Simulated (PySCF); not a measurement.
Cl₅W, doublet, at a GFN2-xTB geometry (such geometries of metal compounds can be far from the true shape) (core potentials on W). Base run: HF/def2-SVP in PySCF.

Input for PySCF:
```python
from pyscf import gto, scf

mol = gto.M(
    atom='''
W    -0.00000000    0.00000000   -0.00000000
Cl    1.84552708   -0.40817670   -1.16797303
Cl    0.96233500   -0.98148675    1.86360069
Cl   -0.96233500    0.98148675   -1.86360069
Cl   -1.63595757   -1.50250559    0.05347170
Cl   -0.20956952    1.91068230    1.11450133
''',
    basis='def2-svp',
    ecp={'W': 'def2-svp'},
    spin=1,
    verbose=5,
)

mf = scf.UHF(mol)
mf.kernel()
mo_i, mo_e, stable_i, stable_e = mf.stability(internal=True, external=True, return_status=True, nroots=6, tol=1e-6)
print('internally stable:', stable_i, ' externally stable:', stable_e)
if not stable_i:
    umf = mf.copy()
    umf.scf_summary = {}
    umf.kernel(umf.make_rdm1(mo_i, mf.mo_occ))
```

The bond that is stretched is that between atoms 6 and 1. A test that says stable can miss a lower solution.

Each row names what was changed in the base input (with any setting that the change needs).

```tsv
change	ΔE vs base (mEh)	<S^2>	stability test says	outcome
base	0.000	0.763	stable	converged
bond × 1.25	44.884	0.890	stable	converged
bond × 1.5	119.2	0.772	internal instability	converged
bond × 1.8	-	-	-	not converged
bond × 2.2	-	-	-	not converged
bond × 3.0	65.635	1.778	external instability	converged
```

On stretching, the SCF can end on different states; <S^2> shows the spin contamination of each.
